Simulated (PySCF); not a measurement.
## Calculated data, AlBFHO, BFH$_{6}$Si$_{2}$, BFH$_{2}$Si, BF$_{2}$H$_{2}$Si

Computed with PySCF 2.14.0. Calculation on a computer-drawn molecule: the log of a Hartree-Fock and frozen-core CCSD(T) single point meant for a local Hartree-Fock minimum, with one planted fault or none, to be diagnosed. Offsets are logged minus clean, where the clean run is the same molecule without the fault. The reference is restricted for singlets and unrestricted otherwise, and also for a bond in bohr or an excited solution. Adding or removing an electron swaps singlet and doublet. The excited solution moves the top pair (singlet) or top alpha electron (doublet) to the lowest empty orbital. Highest occupied and lowest empty are orbital energies over both spins, largest force is the largest gradient component, triples share is (T) over the correlation energy, the T1 limit is 0.02 restricted and 0.045 unrestricted, electrons count all cores, a negative frequency is imaginary (commonest isotopes), and the dipole is about the centre of nuclear charge.

Common to all runs: meant charge 0; meant basis cc-pV(D+d)Z; logged SCF converged yes; possible faults no fault, one electron removed, one electron added, multiplicity raised by two, geometry at a saddle point, SCF held on an excited solution, minimal basis STO-3G, one bond length entered in bohr, all coordinates scaled.

(1) AlBFHO

Logged structure:
```xyz
5
AlBFHO
F     -0.6358     0.8670     0.9327
B     -0.5270     0.1500    -0.1916
O     -1.5277    -0.6476    -0.5630
Al    -2.8932    -1.6253    -0.9126
H      0.4863     0.2656    -0.8184
```

| Quantity | Value |
| --- | --- |
| meant multiplicity | 1 |
| logged electrons | 35 |
| logged basis functions | 70 |
| logged spin squared | 0.7518 |
| logged highest occupied | -17.81 eV |
| logged lowest empty | -7.8455 eV |
| logged largest force | 0.070528 hartree/bohr |
| logged T1 diagnostic | 0.020344 |
| logged D1 diagnostic | 0.058584 |
| logged triples share | 0.023385 |
| logged CC converged | yes |
| logged dipole magnitude | 10.66 debye |
| logged SCF stable within its kind | yes |
| logged energy HF | -441.34971 hartree |
| logged energy CCSD(T) | -441.84305 hartree |
| planted fault | one electron removed |
| HF energy offset from clean run | 194.1 kcal/mol |
| CCSD(T) energy offset from clean run | 215.3 kcal/mol |

Drawn bonds:
```csv
atom,other atom,order
1,2,1
2,3,1
3,4,1
2,5,1
```

(2) AlBFHO

Logged structure:
```xyz
5
AlBFHO
F     -0.5958     0.8124     0.8739
B     -0.4938     0.1406    -0.1795
O     -1.4315    -0.6068    -0.5276
Al    -2.7110    -1.5229    -0.8551
H      0.4557     0.2489    -0.7668
```

| Item | Value |
| --- | --- |
| meant multiplicity | 1 |
| logged electrons | 36 |
| logged basis functions | 70 |
| logged spin squared | 0 |
| logged highest occupied | -8.7971 eV |
| logged lowest empty | 1.4061 eV |
| logged largest force | 0.082266 hartree/bohr |
| logged T1 diagnostic | 0.014257 |
| logged D1 diagnostic | 0.039482 |
| logged triples share | 0.020408 |
| logged CC converged | yes |
| logged dipole magnitude | 0.93895 debye |
| logged SCF stable within its kind | yes |
| logged energy HF | -441.63322 hartree |
| logged energy CCSD(T) | -442.15192 hartree |
| planted fault | all coordinates scaled, by -6.3 % |
| HF energy offset from clean run | 16.21 kcal/mol |
| CCSD(T) energy offset from clean run | 21.47 kcal/mol |

Drawn bonds:
```csv
atom,other atom,order
1,2,1
2,3,1
3,4,1
2,5,1
```

(3) AlBFHO

Structure as in entry 1.

| Quantity | Value |
| --- | --- |
| meant multiplicity | 1 |
| logged electrons | 36 |
| logged basis functions | 70 |
| logged spin squared | 0 |
| logged highest occupied | -4.9149 eV |
| logged lowest empty | -3.8171 eV |
| logged largest force | 0.015047 hartree/bohr |
| logged dipole magnitude | 3.7612 debye |
| logged SCF stable within its kind | no |
| logged energy HF | -441.30808 hartree |
| planted fault | SCF held on an excited solution |
| HF energy offset from clean run | 220.2 kcal/mol |

Drawn bonds:
```csv
atom,other atom,order
1,2,1
2,3,1
3,4,1
2,5,1
```

Notes: coupled-cluster numbers left out as unreliable.

(4) BFH$_{6}$Si$_{2}$

Logged structure:
```xyz
10
BFH6Si2
F     -1.8842     2.1733     3.5373
B     -1.8194     0.9287     3.0701
Si     0.0023     0.0581     2.7309
Si     0.6279     0.3222     0.4560
H     -2.8697     0.3918     2.8397
H      1.0548     0.6543     3.5918
H     -0.0845    -1.3972     3.0188
H     -0.3886    -0.2993    -0.4275
H      1.9378    -0.3254     0.2074
H      0.7315     1.7617     0.1149
```

| Property | Result |
| --- | --- |
| meant multiplicity | 1 |
| logged electrons | 48 |
| logged basis functions | 34 |
| logged spin squared | 0 |
| logged highest occupied | -8.0366 eV |
| logged lowest empty | 7.0645 eV |
| logged largest force | 0.033188 hartree/bohr |
| logged T1 diagnostic | 0.015491 |
| logged D1 diagnostic | 0.072885 |
| logged triples share | 0.028939 |
| logged CC converged | yes |
| logged dipole magnitude | 0.18482 debye |
| logged SCF stable within its kind | yes |
| logged energy HF | -697.15701 hartree |
| logged energy CCSD(T) | -697.35247 hartree |
| planted fault | minimal basis STO-3G |
| HF energy offset from clean run | 5248 kcal/mol |
| CCSD(T) energy offset from clean run | 5468 kcal/mol |

Drawn bonds:
```csv
atom,other atom,order
1,2,1
2,3,1
3,4,1
2,5,1
3,6,1
3,7,1
4,8,1
4,9,1
4,10,1
```

(5) BFH$_{6}$Si$_{2}$

Structure as in entry 4.

| Property | Result |
| --- | --- |
| meant multiplicity | 1 |
| logged electrons | 48 |
| logged basis functions | 104 |
| logged spin squared | 0 |
| logged highest occupied | -5.1051 eV |
| logged lowest empty | -3.9672 eV |
| logged largest force | 0.05304 hartree/bohr |
| logged CC converged | no |
| logged dipole magnitude | 3.2783 debye |
| logged SCF stable within its kind | no |
| logged energy HF | -705.08769 hartree |
| planted fault | SCF held on an excited solution |
| HF energy offset from clean run | 271.5 kcal/mol |

Drawn bonds:
```csv
atom,other atom,order
1,2,1
2,3,1
3,4,1
2,5,1
3,6,1
3,7,1
4,8,1
4,9,1
4,10,1
```

Notes: CCSD not converged.

(6) BFH$_{2}$Si

Logged structure:
```xyz
5
BFH2Si
F      1.0421     2.1366    -0.4054
B     -0.1442     1.7840    -0.9120
Si    -0.4661     1.7505    -2.9404
H     -1.0066     1.5220    -0.1098
H     -0.1263     0.2726    -3.0109
```

| Item | Value |
| --- | --- |
| meant multiplicity | 1 |
| logged electrons | 29 |
| logged basis functions | 61 |
| logged spin squared | 0.7752 |
| logged highest occupied | -17.726 eV |
| logged lowest empty | -7.225 eV |
| logged largest force | 0.054511 hartree/bohr |
| logged T1 diagnostic | 0.026149 |
| logged D1 diagnostic | 0.098801 |
| logged triples share | 0.024893 |
| logged CC converged | yes |
| logged dipole magnitude | 5.3477 debye |
| logged SCF stable within its kind | yes |
| logged energy HF | -413.89762 hartree |
| logged energy CCSD(T) | -414.26197 hartree |
| planted fault | ? |

Drawn bonds:
```csv
atom,other atom,order
1,2,1
2,3,1
2,4,1
3,5,1
```

(7) BF$_{2}$H$_{2}$Si

Logged structure:
```xyz
6
BF2H2Si
F     -0.0304     0.9040     1.9594
B      0.1876     0.3692     0.7647
Si    -0.5609    -1.4404     0.2761
F     -1.8053    -1.9280     1.1940
H      0.9269     0.9487     0.0177
H     -0.9616    -1.5967    -1.1376
```

| Property | Result |
| --- | --- |
| meant multiplicity | 2 |
| logged electrons | 39 |
| logged basis functions | 75 |
| logged spin squared | 0.7706 |
| logged highest occupied | -9.2345 eV |
| logged lowest empty | 0.64008 eV |
| logged largest force | 2.254e-05 hartree/bohr |
| logged lowest frequency | 124.64 cm⁻¹ |
| logged T1 diagnostic | 0.018742 |
| logged D1 diagnostic | 0.073918 |
| logged triples share | 0.02022 |
| logged CC converged | yes |
| logged dipole magnitude | 2.1892 debye |
| logged SCF stable within its kind | yes |
| logged energy HF | -513.7216 hartree |
| logged energy CCSD(T) | -514.29308 hartree |
| planted fault | ? |

Drawn bonds:
```csv
atom,other atom,order
1,2,1
2,3,1
3,4,1
2,5,1
3,6,1
```

(8) BF$_{2}$H$_{2}$Si

Structure as in entry 7.

| Property | Result |
| --- | --- |
| meant multiplicity | 2 |
| logged electrons | 39 |
| logged basis functions | 75 |
| logged spin squared | 3.7645 |
| logged highest occupied | -6.778 eV |
| logged lowest empty | -2.4294 eV |
| logged largest force | 0.058802 hartree/bohr |
| logged T1 diagnostic | 0.02539 |
| logged D1 diagnostic | 0.13786 |
| logged triples share | 0.02225 |
| logged CC converged | yes |
| logged dipole magnitude | 2.6294 debye |
| logged SCF stable within its kind | yes |
| logged energy HF | -513.54374 hartree |
| logged energy CCSD(T) | -514.11066 hartree |
| planted fault | ? |

Drawn bonds:
```csv
atom,other atom,order
1,2,1
2,3,1
3,4,1
2,5,1
3,6,1
```

Question: Give the missing planted fault for BFH$_{2}$Si (entry 6).
Answer: one electron removed

Question: Which fault was planted in the run of BF$_{2}$H$_{2}$Si (entry 7)?
Answer: no fault

Question: Which fault was planted in the run of BF$_{2}$H$_{2}$Si (entry 8)?
Answer: multiplicity raised by two

Further results for BFH$_{2}$Si (entry 6):

| Property | Result |
| --- | --- |
| HF energy offset from clean run | 185.4 kcal/mol |
| CCSD(T) energy offset from clean run | 202.8 kcal/mol |

Further results for BF$_{2}$H$_{2}$Si (entry 7):

| Item | Value |
| --- | --- |
| HF energy offset from clean run | 0 kcal/mol |
| CCSD(T) energy offset from clean run | 0 kcal/mol |

Further results for BF$_{2}$H$_{2}$Si (entry 8):

| Quantity | Value |
| --- | --- |
| HF energy offset from clean run | 111.6 kcal/mol |
| CCSD(T) energy offset from clean run | 114.5 kcal/mol |
